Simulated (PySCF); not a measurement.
## Radial density of Ca (calcium, neutral)

wB97X-V, [Ar] 4s1 4p1, 4s spin antiparallel (an excited configuration). Computed with PySCF 2.14 in def2-TZVPPD (6s5p3d, 36 functions), with no relativity, point nucleus.

| r (bohr) | 4πr²ρ (e/bohr) | 4πr²(ρα − ρβ) |
| --- | --- | --- |
| 0.00109 | 0.07594 | 0.0000 |
| 0.00183 | 0.2092 | -0.0001 |
| 0.00309 | 0.5616 | -0.0002 |
| 0.00519 | 1.462 | -0.0006 |
| 0.00873 | 3.590 | -0.0014 |
| 0.0147 | 8.019 | -0.0030 |
| 0.0247 | 15.24 | -0.0052 |
| 0.0415 | 22.31 | -0.0060 |
| 0.0699 | 22.10 | -0.0007 |
| 0.118 | 17.03 | 0.0063 |
| 0.198 | 22.19 | -0.0048 |
| 0.332 | 21.29 | -0.0088 |
| 0.559 | 7.061 | -0.0052 |
| 0.941 | 7.680 | -0.0234 |
| 1.58 | 3.986 | -0.0094 |
| 2.66 | 0.6420 | -0.1697 |
| 4.48 | 0.4501 | 0.0006 |
| 7.53 | 0.1016 | 0.0626 |
| 12.7 | 0.001855 | 0.0017 |

With the s spin flipped the determinant is a mixture of two multiplicities, not a spectroscopic state.
